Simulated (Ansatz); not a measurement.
`C=C=C[SiH3]` + `[OH][Sn][Cl]` → `[SiH3][O][Sn][Cl]` + `C=C=C`  (ligand exchange at the Si–C bond)

Program: Ansatz. Geometries: PBE0-D4/def2-TZVP. ΔE: electronic, gas phase. CCSD(T)/CBS adds triple-zeta CCSD(T) − MP2 to the extrapolated MP2 energy (def2 sets, frozen cores). This one scheme is used for every species. Functionals use def2-TZVPP. B3LYP here is the variant with VWN-RPA as its local correlation; programs differ in this. def2 core potentials past Kr. For Sn outer-core shells are correlated without core-valence functions, which leaves a few kJ/mol of doubt a bond. One conformer a species, not always the lowest.

```csv
level,ΔE (kJ/mol),difference from CCSD(T)/CBS
LDA (SPW92),-83.5,17.2
BLYP-D4,-97.3,3.4
r2SCAN-D4,-94.5,6.2
B3LYP-D4,-102.3,-1.6
BHLYP-D4,-112.4,-11.7
PBE,-82.8,17.9
revPBE,-81.6,19.1
BLYP,-94.0,6.7
B3LYP,-99.1,1.6
LC-ωPBE,-94.6,6.1
CCSD/def2-SVP,-107.9,-7.2
CCSD(T)/def2-SVP,-105.0,-4.3
MP2/def2-TZVPP,-100.5,0.2
CCSD(T)/def2-TZVPP,-101.3,-0.6
MP2/def2-QZVPP,-100.4,0.3
CCSD/CBS(def2),-103.9,-3.2
CCSD(T)/CBS,-100.7,0
```

What do rigid-rotor, harmonic-oscillator terms from PBE0-D4/def2-TZVP frequencies (298.15 K, 1 bar) make of the CCSD(T)/CBS value? (Best estimate.)

Computed: ΔZPE = +0.8 kJ/mol, ΔH = -99.0 kJ/mol, ΔS = -7 J/(mol·K), ΔG = -96.9 kJ/mol.

Largest T1 diagnostic among the species: 0.017.

From r2SCAN to r2SCAN0 (25 % exact exchange), in def2-TZVPP and without D4, ΔE moves by −3.5 kJ/mol. At CCSD(T), def2-SVP lies −4.3 kJ/mol from the extrapolated value and def2-TZVPP −0.6 kJ/mol. Leaving LDA and LC-ωPBE aside and taking each functional with its dispersion term where it has one, the values, not all of them listed here, spread over 28.9 kJ/mol, from BHLYP-D4 to revPBE-D4.
